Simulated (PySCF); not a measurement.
## Radial density of Pb (lead, neutral)

r2SCAN0, [Xe] 4f14 5d10 6s1 6p3, 6s spin antiparallel (an excited configuration). Calculation: PySCF 2.14, in x2c-TZVPPall with one added diffuse shell each of s, p, d, f type (12s8p7d4f, 99 functions); the spin-free X2C one-electron Hamiltonian (Gaussian nucleus).

```tsv
r (bohr)	4πr²ρ (e/bohr)	4πr²(ρα − ρβ)
0.0129	113.8	0.0022
0.0216	101.1	0.0150
0.0364	138.4	0.0078
0.0612	145.1	-0.0048
0.103	126.8	0.0083
0.173	125.7	0.0038
0.291	88.13	0.0116
0.489	65.58	-0.0186
0.823	25.92	0.1194
1.38	11.09	-0.2109
2.33	2.698	0.5804
3.92	0.7109	0.5855
6.59	0.06036	0.0594
11.1	4.282e-05	0.0000
```

Densities and radii are taken from the X2C orbitals without a picture-change correction, which distorts them close to the nucleus.

Spin-orbit coupling, which splits the p, d and f shells strongly at this Z, is absent. Spin-orbit coupling is strong in this species (close to jj coupling), so the high-spin LS determinant is a model state, not a physical level. With the s spin flipped the determinant is a mixture of two multiplicities, not a spectroscopic state.
